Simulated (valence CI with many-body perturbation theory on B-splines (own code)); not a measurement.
## Ag24+: key properties

Computed by valence CI with perturbative core correlation (CI+MBPT): five valence electrons over a frozen Dirac-Fock core [Ar], a basis of 7 s, 7 p, 8 d, 6 f, 4 g, 1 h functions for each j, with the one-electron correlation potential Σ1, the two-electron term Σ2, the three-electron term Σ3, Breit, model QED; selected CI, second order for the rest, scaled by the run's own slope (own B-spline code, finite nucleus).

No measured levels were compared; by estimate terms of the open shell hold to 2 to 4 % of their energy, and close levels can change places. Only levels of the ground parity were solved; by the run's estimate the other parity begins above the list, which can be wrong where configurations are misplaced.

Levels are named by their leading jj configuration (3d3/2^4 stands for four electrons in 3d with j = 3/2), which in mixed levels can hold well under half, so a name can repeat and another be missing.

Rates and lifetimes use the calculated energies. Strong lines usually hold to 10 to 20 %, long lifetimes can be off by a factor of two.

(1) What is the ground level?

(2) How well does LS coupling describe the low levels?

(3) What is the ionisation energy?

Results:

(1) (3d3/2^3 3d5/2^2) J=5/2, composition 83 % 3d⁵ ⁶S + 14 % 3d⁵ ⁴P, g = 1.921.

(2) Among the lowest 20 levels the leading LS term, summed over configurations, holds 57 % on average. For single configurations the figures are 57 % in LS and 68 % in jj coupling. Terms mix most in the J = 5/2 level at 10.647 eV, where the leading one holds 27 %.

(3) 1230.7 eV; NIST lists 1231 ± 4 eV (theoretical).
